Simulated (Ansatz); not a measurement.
Reaction (redistribution): `CO[SiH2]O[SiH](O)O` + SiH₄ → `O[SiH2]O` + `CO[SiH2]O[SiH3]`

Program: Ansatz. Geometries: PBE0-D4/def2-TZVP. ΔE: electronic, gas phase. CCSD(T)/CBS adds triple-zeta CCSD(T) − MP2 to the extrapolated MP2 energy (def2 sets, frozen cores). This one scheme is used for every species. DFT in def2-TZVPP. B3LYP here is the variant with VWN-RPA as its local correlation; programs differ in this. One conformer a species, not always the lowest.

**Question.** Is it downhill or uphill in electronic energy at CCSD(T)/CBS, and by how much? (Estimate.)

**Answer.** Ansatz gave: Uphill: ΔE = +9.7 kcal/mol.

**Question.** What do these levels give: r2SCAN-D4, B3LYP, SCS-MP2/def2-TZVPP, CCSD/def2-TZVPP, MP2/def2-QZVPP, HF/CBS(def2)? (Best estimate.)

**Answer.** Computed: r2SCAN-D4 10.7, B3LYP 8.5, SCS-MP2/def2-TZVPP 8.6, CCSD/def2-TZVPP 9.7, MP2/def2-QZVPP 9.1, HF/CBS(def2) 7.7 kcal/mol.

Largest T1 diagnostic among the species: 0.012.

The D4 term adds +1.3 kcal/mol with B3LYP and +0.7 kcal/mol with PBE0; it sums over pairs of atoms, weighted by their polarisabilities, and B3LYP, whose exchange is more repulsive, gets the larger term. In def2-TZVPP, CCSD(T) changes the Hartree–Fock value by +2.2 kcal/mol (the triples alone add +0.3 kcal/mol) and MP2 by +1.5 kcal/mol.
